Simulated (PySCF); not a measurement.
Excitations are Tamm–Dancoff values on a coarser integration grid. The basis has no diffuse functions, so Rydberg states are missing or too high.

Cartesian coordinates (Å):
```xyz
6

S     -1.8643     0.1043    -0.4998
Ga     0.2610     0.7207    -0.4385
S      1.7356    -0.4597     0.7161
H     -1.7088    -0.9761     0.2839
H      0.7206     1.9894    -1.2104
H      0.8558    -1.3787     1.1487
```
Charge 0, spin multiplicity 1.

**Question.** What brightest of the four lowest singlets (TDA), S1–T1 gap (TDA) and HOMO does PBE-D3(BJ)/def2-TZVP // B3LYP-D3(BJ)/def2-TZVP (PySCF) give?

**Answer.** 
```json
{
 "brightest of the four lowest singlets (TDA)": "4.90 eV",
 "S1–T1 gap (TDA)": "0.71 eV",
 "HOMO": "-6.38 eV"
}
```
